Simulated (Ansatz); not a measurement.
Molecule: NiCl, net charge 0, doublet state. The spin state was set by rule; other spins were not relaxed. 
Geometry from a B3LYP-D3(BJ)/def2-TZVP (Ansatz, a quantum-chemistry and plane-wave program) optimisation:
```
Ni
Cl 1 2.0928
```
Charge 0, spin multiplicity 2.

Total electronic energies in hartree. Valence correlation only, unless marked. Open shells are spin-unrestricted. Spin-orbit coupling is left out. The frozen core is the preceding noble-gas configuration, with the filled d and f shells of earlier blocks. No relativistic terms. FCI takes restricted orbitals.  The program attaches cautions to a run behind HF/6-31G*: other amplitudes. The program attaches cautions to a run behind HF/def2-SVP: other amplitudes. The program attaches cautions to a run behind MP2/6-31G: other amplitudes. The program attaches cautions to a run behind MP2/def2-SVP: other amplitudes. The program attaches cautions to a run behind SCS-MP2/def2-SVP: other amplitudes. The program attaches cautions to a run behind CCSD/6-31G*: other amplitudes. The program attaches cautions to a run behind CCSD(T)/6-31G: other amplitudes.

The Hartree-Fock reference is unstable (checked in the largest basis), which strains HF and MP2. 

| level | program | energy (Eh) |
|---|---|---|
| HF/6-31G* | Ansatz | -1966.14004 |
| HF/def2-SVP | Ansatz | -1966.03533 |
| SVWN5/def2-TZVPD | Ansatz | -1964.43743 |
| PBE/def2-TZVPD | Ansatz | -1968.14304 |
| PBE-D4/def2-TZVPD | Ansatz + dftd4 | -1968.14470 |
| BLYP-D3(BJ)/def2-TZVPD | Ansatz + dftd3 | -1968.66449 |
| BLYP-D4/def2-TZVPD | Ansatz + dftd4 | -1968.66522 |
| BLYP/def2-TZVPD | Ansatz | -1968.66161 |
| PBE0/def2-SVP | Ansatz | [?] |
| r2SCANh-D4/def2-TZVPD | Ansatz + dftd4 | -1968.49477 |
| r2SCAN0-D4/def2-TZVPD | Ansatz + dftd4 | -1968.46451 |
| r2SCAN0/def2-TZVPD | Ansatz | -1968.46412 |
| B2PLYP-D3(BJ)/def2-TZVPD | Ansatz + dftd3 | -1968.13915 |
| RPA@PBE/def2-QZVPP | Ansatz | -1967.30116 |
| MP2/6-31G | Ansatz | -1966.28976 |
| MP2/def2-SVP | Ansatz | -1966.34939 |
| SCS-MP2/def2-SVP | Ansatz | -1966.32062 |
| CCSD/6-31G* | Ansatz | -1966.44926 |
| CCSD/def2-SVPD | Ansatz | -1966.41003 |
| CCSD/def2-TZVPPD | Ansatz | [?] |
| CCSD(T)/6-31G | Ansatz | -1966.30223 |
| FCI/STO-3G | Ansatz | -1944.84821 |

Problem. Some entries are withheld; supply them.

Solution. 
- PBE0/def2-SVP, energy (Eh): -1967.78042
- CCSD/def2-TZVPPD, energy (Eh): -1966.94578
